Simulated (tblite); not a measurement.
C2H10OSSi2.
Bonds: C1–Si2, Si2–C3, C3–S4, S4–Si5, Si5–O6. Hydrogens: H7, H8, H9 on C1; H10, H11 on Si2; H12, H13 on C3; H14, H15 on Si5; H16 on O6.

Computed with GFN2-xTB (tblite), gas phase: L-BFGS steps from a force-field or distance-geometry start until the largest atomic force falls under 0.01 eV/Å.

Step 19: E = -550.0666 eV
```
atom  x, y, z in Å  |  force x, y, z in eV/Å
C1      2.4224   -0.0423    1.2988   -0.012  -0.008  -0.040
Si2     2.0283   -0.2352   -0.5474   -0.017   0.009   0.015
C3      0.2542    0.3888   -0.8886    0.030   0.007  -0.019
S4     -0.9440   -0.6419    0.0220   -0.039  -0.038   0.062
Si5    -2.8102    0.2119   -0.6042    0.049   0.009  -0.002
O6     -3.9850   -0.6147    0.1403    0.021   0.005  -0.010
H7      3.4380   -0.3561    1.5230   -0.026  -0.002  -0.022
H8      2.3154    0.9883    1.6289   -0.005  -0.019  -0.013
H9      1.7455   -0.6529    1.8913    0.009   0.027   0.008
H10     2.0776   -1.6421   -0.9538    0.034   0.001   0.003
H11     2.9239    0.5750   -1.3882   -0.012  -0.004   0.030
H12     0.1079    1.4206   -0.5789   -0.008   0.014   0.024
H13     0.0122    0.3133   -1.9453   -0.022   0.004  -0.033
H14    -2.8717    1.5995   -0.1676    0.009   0.003  -0.003
H15    -2.9387    0.0509   -2.0458    0.002  -0.002   0.002
H16    -3.7834   -1.3542    0.7079   -0.014  -0.003  -0.002
```

Step 20: E = -550.0670 eV
```
atom  x, y, z in Å  |  force x, y, z in eV/Å
C1      2.4214   -0.0419    1.2970   -0.008  -0.003  -0.013
Si2     2.0293   -0.2348   -0.5483   -0.031   0.007   0.007
C3      0.2554    0.3891   -0.8881   -0.015  -0.001  -0.011
S4     -0.9432   -0.6439    0.0251   -0.021  -0.002   0.028
Si5    -2.8090    0.2114   -0.6036    0.055  -0.006   0.009
O6     -3.9860   -0.6139    0.1398    0.027   0.009  -0.014
H7      3.4361   -0.3563    1.5227   -0.010  -0.008  -0.021
H8      2.3150    0.9880    1.6291   -0.006  -0.007  -0.021
H9      1.7441   -0.6513    1.8897    0.000   0.015   0.008
H10     2.0781   -1.6415   -0.9549    0.035  -0.002   0.002
H11     2.9235    0.5755   -1.3892   -0.003   0.002   0.023
H12     0.1067    1.4212   -0.5778    0.000  -0.011   0.016
H13     0.0121    0.3129   -1.9451   -0.021   0.006  -0.009
H14    -2.8683    1.5992   -0.1665    0.007  -0.002  -0.006
H15    -2.9346    0.0494   -2.0457    0.001  -0.001   0.009
H16    -3.7882   -1.3542    0.7080   -0.010   0.004  -0.008
```

**Question.** Estimate the geometry and energy of step 21. (The exact step hangs on the optimiser's Hessian estimate; all steps are aligned on step 20, rigid shifts and turns removed.)

**Answer.** E = -550.0673 eV, largest force 0.046 eV/Å
```
atom  x, y, z in Å  |  force x, y, z in eV/Å
C1      2.4208   -0.0418    1.2958   -0.007  -0.001   0.007
Si2     2.0292   -0.2346   -0.5487   -0.034   0.001  -0.005
C3      0.2558    0.3893   -0.8882   -0.045  -0.009  -0.001
S4     -0.9432   -0.6451    0.0273    0.006   0.020   0.004
Si5    -2.8075    0.2113   -0.6032    0.043  -0.011   0.012
O6     -3.9857   -0.6134    0.1393    0.028   0.010  -0.014
H7      3.4349   -0.3565    1.5220    0.001  -0.011  -0.021
H8      2.3147    0.9875    1.6287   -0.005   0.005  -0.023
H9      1.7436   -0.6501    1.8893   -0.007   0.005   0.008
H10     2.0792   -1.6413   -0.9552    0.034  -0.002   0.002
H11     2.9232    0.5757   -1.3889    0.002   0.007   0.018
H12     0.1061    1.4213   -0.5768    0.002  -0.025   0.009
H13     0.0115    0.3129   -1.9454   -0.021   0.006   0.009
H14    -2.8667    1.5991   -0.1661    0.007  -0.004  -0.007
H15    -2.9329    0.0488   -2.0455    0.002   0.000   0.012
H16    -3.7905   -1.3541    0.7079   -0.008   0.009  -0.012
```

The energy changes by -0.0003 eV. The first-order estimate −F·Δx gives -0.0004 eV and the mean of the old and new forces, exact on a quadratic surface, -0.0003 eV. The step makes an angle of 53° with the force vector and moves no atom by more than 0.003 Å.

The cost below is that of the whole relaxation. The run took 0.34 s wall on an Arm Neoverse V1 with one thread, no GPU, on a shared host.
